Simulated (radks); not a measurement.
Question: The palladium ion Pd7+, configuration [Kr] 4d3. All-electron calculation, non-relativistic Kohn-Sham, TPSS, spin-polarised, spherical densities, point nucleus; open shells are filled with parallel spins first (spin-orbit coupling, left out, can overturn this in heavy ions); meta-GGA in the generalised Kohn-Sham scheme; relativity is left out, which matters for an element this heavy. Program: a radial shooting solver on a logarithmic mesh with Libxc functionals. Some entries of the table are withheld. Estimate them.

orbital,occ.,eigenvalue (eV),<1/r> (bohr^-1)
1s down,1,-23585.06,45.49
1s up,1,-23585.05,45.49
2s up,1,-3483.729,10.33
2s down,1,-3482.990,10.33
2p up,3,-3242.327,10.33
2p down,3,-3241.769,10.33
3s up,1,-727.6594,3.666
3s down,1,-727.3853,3.666
3p up,3,-631.1519,3.579
3p down,3,-630.7584,3.578
3d up,5,-454.2445,3.422
3d down,5,-453.5083,3.421
4s up,1,-196.5230,1.457
4s down,1,-192.9820,1.463
4p up,3,-165.1508,(1)
4p down,3,-161.5231,(2)
4d up,3,-112.8381,(3)
4d down,0,-109.2684,(4)
5s up,0,-78.5942,0.6766
5s down,0,-76.9824,0.6697
5p up,0,-68.4624,(5)
5p down,0,-66.9753,(6)

Answer: 
(1) 4p up <1/r> (bohr^-1): 1.367
(2) 4p down <1/r> (bohr^-1): 1.370
(3) 4d up <1/r> (bohr^-1): 1.170
(4) 4d down <1/r> (bohr^-1): 1.166
(5) 5p up <1/r> (bohr^-1): 0.6247
(6) 5p down <1/r> (bohr^-1): 0.6205
